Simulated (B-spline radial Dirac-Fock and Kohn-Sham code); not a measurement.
## Run log: Ce

ΔSCF core binding energies without Breit or QED terms, calculated with a radial atomic solver. Keys: rel is the Hamiltonian (dirac, or spin-free x2c and nr, where L3 and M5 stand for the whole 2p and 3d shells), method is hf or an exchange,correlation pair (spin-unpolarised, also for the hole states), nuc the nuclear model, radius_factor scales its radius, rmax is the box in bohr, h the logarithmic mesh step, order the B-spline order, points the quadrature points per cell, c_factor scales the speed of light, and damp, ndamp, maxit and tol steer the iteration. The run stops when the commutator error falls below 10·tol·max(1, Z/10), or the numerical noise floor, and the energy has settled to about 1e-8 Ha; the virial ratio is −V/T.

Input (task.json):

```json
{"items": [{"Z": 58, "q": 0, "cfg": [[1, 0, 2], [2, 0, 2], [2, 1, 6], [3, 0, 2], [3, 1, 6], [3, 2, 10], [4, 0, 2], [4, 1, 6], [4, 2, 10], [4, 3, 1], [5, 0, 2], [5, 1, 6], [5, 2, 1], [6, 0, 2]], "A": 140, "rrms": 4.8771, "do": "settings", "holes": ["K", "L3", "M5"],
  "settings": [{"rel": "dirac", "method": "hf", "nuc": "fermi", "radius_factor": 1.0, "rmax": 45.0, "h": 0.3, "order": 8, "points": 10, "c_factor": 1.0, "maxit": 52, "damp": 0.5, "ndamp": 3, "tol": 1e-08, "cfg": "1s2 2s2 2p6 3s2 3p6 3d10 4s2 4p6 4d10 4f1 5s2 5p6 5d1 6s2 6p2"}]}]}
```

Command: `python xray2_run.py task.json out`

Ground-state iterations:

```
iter   energy (Ha)        error
   1    -8854.02824930  1.98e+00
   2    -8856.50780551  3.84e-01
   3    -8860.94184065  6.46e-02
   4    -8861.02599450  2.22e-02
   5    -8861.03368229  5.80e-03
   6    -8861.03467905  2.29e-03
   7    -8861.03481991  5.11e-04
   8    -8861.03483025  1.10e-04
   9    -8861.03483089  2.59e-05
  10    -8861.03483094  6.36e-06
  11    -8861.03483095  1.34e-06
  12    -8861.03483095  1.25e-07
```

The ground state converged in 12 iterations, with total energy -8861.03483 Ha, virial ratio 1.93217 and highest orbital energy 0.94 eV. Holes are computed only in closed shells, and unreliable hole states are left out.

**Question.** One setting is unsound. Which, and why?

**Answer.** cfg describes an anion whose outer electrons are not bound. With the default settings (Dirac Hartree-Fock): The ground state converged in 12 iterations, with total energy -8861.07477 Ha, virial ratio 1.93218 and highest orbital energy -4.97 eV. ΔSCF binding energies: K (1s) 40606.6 eV, L3 (2p3/2) 5745.1 eV, M5 (3d5/2) 894.5 eV.
